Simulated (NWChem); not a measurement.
System: CH$_{3}$FMg; SMILES [CH3][Mg][F]

NWChem input:

```
start job
memory heap 200 mb stack 900 mb global 1100 mb
geometry units angstroms noautoz
  Mg    -0.077021     0.280852     0.001357
  F      0.200700     2.024702    -0.001121
  C     -0.403602    -1.771537     0.004276
  H      0.062229    -2.259015    -0.868585
  H     -1.479419    -2.013070    -0.023262
  H      0.014685    -2.249260     0.906114
end
basis spherical
  * library def2-svp
end
dft
  xc b3lyp
  iterations 150
  mulliken
end
task dft energy
```

The geometry was optimised at PBE0/def2-SVP.

Task: What results follow from this input? (B3LYP/def2-SVP.) Quantities: basis functions; energy (Ha); highest occupied level (eV); orbital gap (eV); dipole (D).

Result: 
| Item | Value |
|---|---|
| number of basis functions | 61 |
| energy (Ha) | -339.74 |
| highest occupied level (eV) | -7.38 |
| orbital gap (eV) | 6.13 |
| dipole (D) | 2.05 |
